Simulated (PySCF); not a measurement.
PySCF input file for O2S2, SMILES O=[S][S]=O (connectivity only; charge and spin as stated), neutral, multiplicity 1, TDA-LC-ωPBE/def2-SVPD. Geometry optimised at PBE0-D3(BJ)/def2-SVP. Other conformers were not sampled.

```python
import numpy as np
from pyscf import gto, scf, dft, tdscf

mol = gto.M(
    atom='''
    O     0.00000000   -1.55535716   -0.92208481
    S     0.00000000   -1.01317155    0.46104241
    S     0.00000000    1.01317156    0.46104240
    O     0.00000000    1.55535715   -0.92208481
    ''',
    basis='def2-SVPD',
    charge=0,
    spin=0,
    symmetry=True,
    max_memory=1600,
    verbose=4,
)
mf = dft.RKS(mol, xc='lc_wpbe').density_fit(auxbasis='def2-universal-jkfit')
mf.grids.level = 3
mf.conv_tol = 1e-9
mf.max_cycle = 100
mf.kernel()
mf.grids = dft.Grids(mol).set(level=1).build(with_non0tab=True)  # coarser grid for the response kernel
td = tdscf.TDA(mf)
td.singlet = True
td.nstates = 10
td.conv_tol = 1e-4
td.positive_eig_threshold = 1e-6
td.kernel(x0=td.get_init_guess(mf, 15))
td.analyze()
tt = tdscf.TDA(mf)
tt.singlet = False
tt.nstates = 4
tt.conv_tol = 1e-4
tt.positive_eig_threshold = 1e-6
tt.kernel(x0=tt.get_init_guess(mf, 9))
tt.analyze(verbose=3)
```

Output:

```
PySCF version 2.14.0

[INPUT] verbose = 4
[INPUT] num. atoms = 4
[INPUT] num. electrons = 48
[INPUT] charge = 0
[INPUT] spin (= nelec alpha-beta = 2S) = 0
[INPUT] symmetry True subgroup None
[INPUT] Mole.unit = angstrom
[INPUT] Symbol           X                Y                Z      unit          X                Y                Z       unit  Magmom
[INPUT]  1 O      0.000000000000  -1.555357160000  -0.922084810000 AA    0.000000000000  -2.939199058281  -1.742487754522 Bohr   0.0
[INPUT]  2 S      0.000000000000  -1.013171550000   0.461042410000 AA    0.000000000000  -1.914616746701   0.871243886709 Bohr   0.0
[INPUT]  3 S      0.000000000000   1.013171560000   0.461042400000 AA    0.000000000000   1.914616765598   0.871243867812 Bohr   0.0
[INPUT]  4 O      0.000000000000   1.555357150000  -0.922084810000 AA    0.000000000000   2.939199039384  -1.742487754522 Bohr   0.0

nuclear repulsion = 215.367036481234
point group symmetry = C2v
symmetry origin: [0.00000000e+00 3.14954351e-09 3.70074342e-17]
symmetry axis x: [-1. -0. -0.]
symmetry axis y: [ 0.00000000e+00  1.00000000e+00 -2.84930284e-10]
symmetry axis z: [0.00000000e+00 2.84930284e-10 1.00000000e+00]
num. orbitals of irrep A1 = 35
num. orbitals of irrep A2 = 15
num. orbitals of irrep B1 = 15
num. orbitals of irrep B2 = 35
number of shells = 40
number of NR pGTOs = 156
number of NR cGTOs = 100
basis = def2-SVPD
ecp = {}


******** <class 'pyscf.df.df_jk.DFSymAdaptedRKS'> ********
method = DFSymAdaptedRKS
initial guess = minao
damping factor = 0
level_shift factor = 0
DIIS = <class 'pyscf.scf.diis.CDIIS'>
diis_start_cycle = 1
diis_space = 8
diis_damp = 0
SCF conv_tol = 1e-09
SCF conv_tol_grad = None
SCF max_cycles = 100
direct_scf = False
XC library pyscf.dft.libxc version 7.1.2
    S. Lehtola, C. Steigemann, M. J. T. Oliveira, and M. A. L. Marques,  SoftwareX 7, 1–5 (2018)
XC functionals = lc_wpbe
    O. A. Vydrov and G. E. Scuseria,  J. Chem. Phys. 125, 234109 (2006)
radial grids:
    Treutler-Ahlrichs [JCP 102, 346 (1995); DOI:10.1063/1.469408] (M4) radial grids

becke partition: Becke, JCP 88, 2547 (1988); DOI:10.1063/1.454033
pruning grids: <function nwchem_prune>
grids dens level: 3
symmetrized grids: True
atomic radii adjust function: <function treutler_atomic_radii_adjust>
small_rho_cutoff = 0
Freeze 0 electrons in irreps []
    48 free electrons in irreps A1 A2 B1 B2
Set gradient conv threshold to 3.16228e-05
Initial guess from minao.
tot grids = 65928
Create RSH-DF object <pyscf.df.df.DF object> for omega=0.4
******** <class 'pyscf.df.df.DF'> ********
auxbasis = auxmol.basis = def2-universal-jkfit
init E= -946.713429868289
HOMO (B1) = -0.311694883558198  LUMO (A2) = -0.173666860474601  gap/eV = 3.75593
cycle= 1 E= -945.781969573178  delta_E= 0.931  |g|= 1.09  |ddm|= 2.72
HOMO (B1) = -0.285741611053322  LUMO (A2) = -0.0965264399411669  gap/eV = 5.14881
cycle= 2 E= -945.237860330407  delta_E= 0.544  |g|= 2.02  |ddm|=  2.3
HOMO (B1) = -0.385535632192764  LUMO (A2) = -0.106791749314984  gap/eV = 7.58501
cycle= 3 E= -946.046335292104  delta_E= -0.808  |g|= 0.0813  |ddm|= 1.48
HOMO (B1) = -0.370310527901005  LUMO (A2) = -0.0843360360912371  gap/eV = 7.78176
cycle= 4 E= -946.04805827197  delta_E= -0.00172  |g|= 0.023  |ddm|= 0.134
HOMO (B1) = -0.374762449688206  LUMO (A2) = -0.0857496634216628  gap/eV = 7.86444
cycle= 5 E= -946.048268629256  delta_E= -0.00021  |g|= 0.00508  |ddm|= 0.0348
HOMO (B1) = -0.373957081460004  LUMO (A2) = -0.0850687459288166  gap/eV = 7.86105
cycle= 6 E= -946.048286742014  delta_E= -1.81e-05  |g|= 0.00161  |ddm|= 0.0137
HOMO (B1) = -0.37418629767868  LUMO (A2) = -0.085338395065655  gap/eV = 7.85995
cycle= 7 E= -946.048288297038  delta_E= -1.56e-06  |g|= 0.000303  |ddm|= 0.00355
HOMO (B1) = -0.374182178106081  LUMO (A2) = -0.0853382671301364  gap/eV = 7.85984
cycle= 8 E= -946.048288527165  delta_E= -2.3e-07  |g|= 0.000125  |ddm|= 0.00114
HOMO (B1) = -0.37417771304512  LUMO (A2) = -0.0853291836198862  gap/eV = 7.85997
cycle= 9 E= -946.048288542432  delta_E= -1.53e-08  |g|= 4.12e-05  |ddm|= 0.000381
HOMO (B1) = -0.374178797685423  LUMO (A2) = -0.0853325272287009  gap/eV = 7.85991
cycle= 10 E= -946.048288545042  delta_E= -2.61e-09  |g|= 1.02e-05  |ddm|= 0.000188
HOMO (B1) = -0.374178271417736  LUMO (A2) = -0.0853321223622894  gap/eV = 7.85990
cycle= 11 E= -946.048288545175  delta_E= -1.32e-10  |g|= 4.31e-06  |ddm|= 4.24e-05
HOMO (B1) = -0.374178614384839  LUMO (A2) = -0.0853321281180364  gap/eV = 7.85991
Extra cycle  E= -946.048288545186  delta_E= -1.16e-11  |g|= 5.25e-06  |ddm|= 9.7e-06
converged SCF energy = -946.048288545186
tot grids = 22992
Overwritten attributes  positive_eig_threshold  of <class 'pyscf.tdscf.rks.TDA'>


******** <class 'pyscf.tdscf.rks.TDA'> for <class 'pyscf.df.df_jk.DFSymAdaptedRKS'> ********
nstates = 10 singlet
deg_eia_thresh = 1.000e-03
wfnsym = None
conv_tol = 0.0001
eigh lindep = 1e-12
eigh level_shift = 0
eigh max_cycle = 100


Excitation energies (eV)
[2.359822   3.62402355 4.41006124 4.87245719 5.18349232 5.34962808
 6.62866145 7.17354692 7.49112081 7.56366136]

** Singlet excitation energies and oscillator strengths **
Excited State   1:   A2      2.35982 eV    525.40 nm  f=0.0000
      23 -> 25        0.70374
Excited State   2:   B2      3.62402 eV    342.12 nm  f=0.1169
      23 -> 27        0.28026
      23 -> 29       -0.14568
      24 -> 25       -0.61257
Excited State   3:   B1      4.41006 eV    281.14 nm  f=0.0000
      24 -> 26       -0.68653
      24 -> 33        0.13479
Excited State   4:   B1      4.87246 eV    254.46 nm  f=0.0010
      22 -> 25       -0.69864
Excited State   5:   A1      5.18349 eV    239.19 nm  f=0.0054
      23 -> 26       -0.68349
      23 -> 33        0.13435
Excited State   6:   A2      5.34963 eV    231.76 nm  f=0.0000
      24 -> 27       -0.62743
      24 -> 29        0.27833
      24 -> 32        0.14884
Excited State   7:   B1      6.62866 eV    187.04 nm  f=0.0016
      20 -> 25        0.69483
Excited State   8:   A1      7.17355 eV    172.84 nm  f=0.0437
      21 -> 25        0.63137
      22 -> 27       -0.22599
Excited State   9:   B1      7.49112 eV    165.51 nm  f=0.0635
      24 -> 28        0.62071
      24 -> 31       -0.29047
      24 -> 33        0.10178
Excited State  10:  ???      7.56366 eV    163.92 nm  f=0.0024
      18 -> 25        0.12664
      22 -> 26       -0.62623
      22 -> 33        0.11047
      23 -> 29       -0.13037
      23 -> 32        0.14436
      23 -> 37        0.15701

** Transition electric dipole moments (AU) **
state          X           Y           Z        Dip. S.      Osc.
  1         0.0000      0.0000      0.0000      0.0000      0.0000
  2         0.0000     -1.1475      0.0000      1.3168      0.1169
  3         0.0204     -0.0000     -0.0000      0.0004      0.0000
  4        -0.0927      0.0000      0.0000      0.0086      0.0010
  5         0.0000     -0.0000     -0.2059      0.0424      0.0054
  6         0.0000      0.0000      0.0000      0.0000      0.0000
  7        -0.1002      0.0000      0.0000      0.0100      0.0016
  8        -0.0000      0.0000      0.4987      0.2487      0.0437
  9        -0.5883     -0.0000     -0.0000      0.3461      0.0635
 10         0.0000      0.1132      0.0000      0.0128      0.0024

** Transition velocity dipole moments (imaginary part, AU) **
state          X           Y           Z        Dip. S.      Osc.
  1         0.0000      0.0000      0.0000      0.0000      0.0000
  2         0.0000      0.1502     -0.0000      0.0226      0.1129
  3         0.0600     -0.0000     -0.0000      0.0036      0.0148
  4         0.0321      0.0000     -0.0000      0.0010      0.0038
  5        -0.0000      0.0000     -0.0570      0.0033      0.0114
  6        -0.0000      0.0000      0.0000      0.0000      0.0000
  7         0.0188      0.0000      0.0000      0.0004      0.0010
  8        -0.0000     -0.0000     -0.0530      0.0028      0.0071
  9        -0.1164     -0.0000     -0.0000      0.0135      0.0328
 10        -0.0000      0.0630      0.0000      0.0040      0.0095

** Transition magnetic dipole moments (imaginary part, AU) **
state          X           Y           Z
  1         0.0000      0.0000     -1.1398
  2         0.1079      0.0000     -0.0000
  3        -0.0000      0.9293     -0.0000
  4         0.0000      0.6412      0.0000
  5        -0.0000     -0.0000     -0.0000
  6        -0.0000      0.0000     -0.2819
  7         0.0000      1.1137     -0.0000
  8        -0.0000     -0.0000      0.0000
  9        -0.0000      0.7928      0.0000
 10        -1.3883     -0.0000     -0.0000


******** <class 'pyscf.tdscf.rks.TDA'> for <class 'pyscf.df.df_jk.DFSymAdaptedRKS'> ********
nstates = 4 triplet
deg_eia_thresh = 1.000e-03
wfnsym = None
conv_tol = 0.0001
eigh lindep = 1e-12
eigh level_shift = 0
eigh max_cycle = 100


Excitation energies (eV)
[0.70367547 1.7713492  3.9414258  4.32564594]

** Triplet excitation energies and oscillator strengths **
Excited State   1:   B2      0.70368 eV   1761.95 nm  f=0.0000
Excited State   2:   A2      1.77135 eV    699.94 nm  f=0.0000
Excited State   3:   B1      3.94143 eV    314.57 nm  f=0.0000
Excited State   4:   B1      4.32565 eV    286.63 nm  f=0.0000
```

The calculation finished and met its thresholds.

Cost: around 30 core-seconds (rough).
